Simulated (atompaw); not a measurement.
O: PAW (atompaw) pseudisation with LDA (PW92), non-relativistic reference atom.

O (Z = 8), PAW, made with atompaw 4.2.0.5 (LDA (PW92), non-relativistic). Core [He], reference 2s2 2p3.75 (charge +0.25). Waves: 2s (bound): rc 2.10 bohr; 2s channel at 2.3 Ry: rc 2.10 bohr; 2p (bound): rc 2.10 bohr; 2p channel at -0.25 Ry: rc 2.10 bohr. Local part: bessel scheme, radius 1.40 bohr. Core correction: smooth core density matched at 1.60 bohr. Augmentation charge: sinc compensation charge, radius 1.70 bohr; PAW radius 2.10 bohr; waves and projectors: custom rrkj vanderbiltortho.

**Question.** Does the generator finish with these settings?

**Answer.** Yes, a potential is produced.

**Question.** Estimate the cutoffs (Ry, on a coarse ladder) from which the occupation-weighted sum of valence levels, in a spherical-Bessel basis at the reference potential, stays within 10 and 1 mRy of its value at 400 Ry.

**Answer.** 15 Ry and 21 Ry.

**Question.** What does a ghost test show?

**Answer.** No extra level below or beside the all-electron valence levels (s, p, d, f tested).

**Question.** Is the overlap operator S = 1 + Σ q|β⟩⟨β| positive definite (Bessel basis up to 400 Ry)?

**Answer.** Yes: its lowest eigenvalue is 0.43 (p channel).

**Question.** Which valence shell sets the plane-wave cutoff?

**Answer.** 2p: its level needs 18 Ry to come within 1 mRy, against 12 Ry for 2s.
